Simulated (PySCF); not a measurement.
Si(OH) (HOSi), SMILES O[Si] (connectivity only; charge and spin as stated), neutral, multiplicity 2. Atoms are numbered in the order given.

```xyz
3

Si    -0.0159     0.6751     0.0000
O      0.1158    -0.9918     0.0000
H     -0.7042    -1.5172     0.0000
```
Charge 0, spin multiplicity 2.

Coordinates come from a PBE-D3(BJ)/def2-TZVPD optimisation.

Calculation: PySCF with TDA-M06-2X/def2-TZVPD.

Vertical excitations. Gas-phase values at a fixed geometry.

Computed UV-visible absorptions:
```json
[
 {"state": "root 1", "energy (eV)": "0.13", "λ (nm)": "9235", "f": "0.000", "main pairs": "α HOMO→LUMO 99 %"},
 {"state": "root 2", "energy (eV)": "2.69", "λ (nm)": "461", "f": "0.010", "main pairs": "α HOMO→LUMO+1 79 %"},
 {"state": "root 3", "energy (eV)": "3.97", "λ (nm)": "312", "f": "0.000", "main pairs": "α HOMO−1→LUMO 34 %, β HOMO→LUMO 58 %"},
 {"state": "root 4", "energy (eV)": "4.00", "λ (nm)": "310", "f": "0.048", "main pairs": "α HOMO→LUMO+2 75 %, α HOMO→LUMO+1 14 %"},
 {"state": "root 5", "energy (eV)": "4.80", "λ (nm)": "259", "f": "0.024", "main pairs": "α HOMO→LUMO+3 79 %"},
 {"state": "root 6", "energy (eV)": "4.89", "λ (nm)": "254", "f": "0.000", "main pairs": "α HOMO→LUMO+6 27 %, α HOMO→LUMO+4 6 %, β HOMO→LUMO+1 55 %"},
 {"state": "root 7", "energy (eV)": "5.41", "λ (nm)": "229", "f": "0.012", "main pairs": "α HOMO→LUMO+5 52 %, α HOMO→LUMO+7 34 %, α HOMO−1→LUMO 11 %"},
 {"state": "root 8", "energy (eV)": "5.54", "λ (nm)": "224", "f": "0.051", "main pairs": "α HOMO→LUMO+4 85 %"},
 {"state": "root 9", "energy (eV)": "5.55", "λ (nm)": "223", "f": "0.001", "main pairs": "α HOMO→LUMO+5 46 %, α HOMO→LUMO+7 35 %, α HOMO−1→LUMO 14 %"},
 {"state": "root 10", "energy (eV)": "5.97", "λ (nm)": "208", "f": "0.233", "main pairs": "α HOMO→LUMO+6 65 %, β HOMO→LUMO+1 26 %"}
]
```
Unrestricted roots are not spin-pure.
